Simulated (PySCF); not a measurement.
## Dipole moment and polarisability of `COc1cnccp1`

C5H6NOP.
Structure used (GFN2-xTB), in Å, numbered top down from 1:
```
atom  x, y, z in Å
C1    -2.583    0.403   -0.145
O2    -1.670   -0.660   -0.048
C3    -0.355   -0.335   -0.002
C4     0.525   -1.415    0.097
N5     1.835   -1.371    0.158
C6     2.475   -0.211    0.128
C7     1.896    1.035    0.035
P8     0.190    1.333   -0.065
H9    -3.574   -0.045   -0.169
H10   -2.415    0.984   -1.060
H11   -2.499    1.074    0.717
H12    0.088   -2.407    0.128
H13    3.554   -0.296    0.186
H14    2.533    1.911    0.020
```

Level: wB97X-D/def2-SVPD (PySCF), static field, nuclei fixed, core orbitals frozen in the response. The polarisability tensor in these axes (au):

```
x   119.96  -1.01   2.99
y    -1.01  99.55  -2.19
z     2.99  -2.19  59.18
```

Problem. Diagonalise the tensor; give its mean and Δα, where Δα² is half the sum of the squared differences of the eigenvalues.

Solution. Principal values 58.92, 99.61 and 120.17 au; mean 92.90 au = 13.77 Å³ = 15.32 × 10⁻⁴⁰ C²·m²/J; Δα = 53.98 au (58 % of the mean).

Problem. What is the dipole moment, and where does it point?

Solution. (-1.40, 1.72, -0.15) D, 2.22 D in size, pointing from the negative to the positive side. Measured along this direction, the outermost atoms are H13 at the negative end and H10 and H11 at the positive end.

Problem. Sum over states: ᾱ = Σ f/ω², ω in Eh. What share falls to these 8 lowest TDDFT singlets (eV, f)? 4.23, 0.0078; 4.42, 0.0675; 5.15, 0.0004; 5.35, 0.0150; 5.48, 0.0047; 6.03, 0.3879; 6.53, 0.0001; 6.56, 0.1958.

Solution. They add up to 14.66 au, 15.8 % of the 92.90 au; the largest single term is 7.90 au, from the state at 6.03 eV. Terms in order: 0.32, 2.55, 0.01, 0.39, 0.12, 7.90, 0.00, 3.37 au. Higher excitations give the rest. The strengths listed sum to 0.679.

Problem. Rayleigh depolarisation ratio (linearly polarised light, static tensor)?

Solution. ρ = 3Δα²/(45ᾱ² + 4Δα²) = 8742.7/(388357 + 11656.9) = 0.0219.

Problem. Find the Langevin capture rate constant for H3+ (3.023 u) meeting this molecule (127.019 u), k = 2.342 × 10⁻⁹ cm³/s × √(α in Å³ / reduced mass in u).

Solution. The reduced mass is 2.95 u, so k = 5.06 × 10⁻⁹ cm³/s. The formula leaves out the permanent dipole, which adds to the capture rate.

Problem. Along which axes do the principal values lie, and how far do the nuclei extend along each?

Solution. Largest value along (1.00, -0.05, 0.05), where the nuclei span 7.14 Å; middle along (0.06, 1.00, -0.05), 4.45 Å; least along (-0.05, 0.05, 1.00), 1.78 Å. The response follows the extents in order.

Isolated species at its GFN2-xTB geometry (one conformer only).

These values come from a run that also computed excited states. Cost: about 1.7 min of CPU time on one thread; the machine was shared, so the figure is rough.

Note: wB97X-D ran without an empirical dispersion term, which enters the total energy and its gradient alone.
